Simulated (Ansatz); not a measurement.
Input for Ansatz (an electronic-structure program): R-BLYP/def2-TZVPP on CH5OSb (SMILES C[O][SbH2]), a point of a torsion scan. Elements past Kr take the def2 small-core potentials; no spin–orbit coupling.

Ansatz 0.2 input:
```yaml
crystal:
  periodic: [false, false, false]
  atoms:
    - {symbol: C, position_ang: [1.06679444, 0.09910148, 0.06533492]}
    - {symbol: O, position_ang: [0.29653223, -0.65275985, -0.82436757]}
    - {symbol: Sb, position_ang: [-1.67408872, -0.63008705, -0.66902825]}
    - {symbol: H, position_ang: [0.86758077, 1.17079681, -0.03182790]}
    - {symbol: H, position_ang: [0.88887474, -0.19377921, 1.10432814]}
    - {symbol: H, position_ang: [2.11242977, -0.09033425, -0.18225287]}
    - {symbol: H, position_ang: [-1.79703599, 1.06576891, -0.91279522]}
    - {symbol: H, position_ang: [-1.65309686, -0.29963076, 1.01260527]}
basis:
  gaussian:
    orbitals: def2-TZVPP
hamiltonian:
  xc: {name: BLYP}
scf: {lower_state_search: off}
```

Program output:

```
WARN ansatz: RAYON_NUM_THREADS=1 ignored (pool sized by the plan → 1); use --threads N
Functional definition: BLYP
these checks for a lower state are left out or cut short: stability, starts, cluster_reference, orbital_swaps, neighbouring_geometries, increment
integrals: 0.08 GiB planned
1009 factors; their error is unknown
mean field: 0.66 GiB planned
mean field evaluation 1: about -9691.4705 eV, gradient 7.0e1 eV
mean field evaluation 2: about -9542.8671 eV, gradient 2.3e2 eV
mean field evaluation 4: about -9700.0808 eV, gradient 3.1e1 eV
mean field evaluation 8: about -9701.7204 eV, gradient 1.4e-1 eV
mean field evaluation 16: about -9701.6997 eV, gradient 8.4e-4 eV
mean field -9701.69967171 eV, -356.5308868872 hartree, gradient 6.8e-6 eV, S^2 0.000000; 0 other end points of the search recorded, 0 dependent functions left out
reference -9701.70001925 eV, -356.5308996590 hartree; 21, 21 occupied and 161, 161 virtual orbitals, 1009 factors
Total energy: -9701.70001925 eV, -356.5308996590 hartree
Checks for a lower state left out: stability, starts, cluster_reference, orbital_swaps, neighbouring_geometries, increment
```

The run converged.

Cost: around 1.9 core-seconds (rough).
